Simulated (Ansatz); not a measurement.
Q: Name a neutral molecule of C, Cl, O, Si and H with HOMO energy (B3LYP/def2-TZVPP) between -8.10 and -7.80 eV and size of the dipole moment (B3LYP/def2-TZVPP) between 2.20 and 2.50 D (Ansatz, PBE0-D4/def2-TZVP geometry).

A: `CC(=O)O[Si](Cl)(OC(C)=O)OC(C)=O` (-8.03 eV, 2.33 D). Other molecules can fit too; these were computed, each in one conformer that needn't be the lowest.

B3LYP here is the variant with VWN-RPA as its local correlation; programs differ in this.
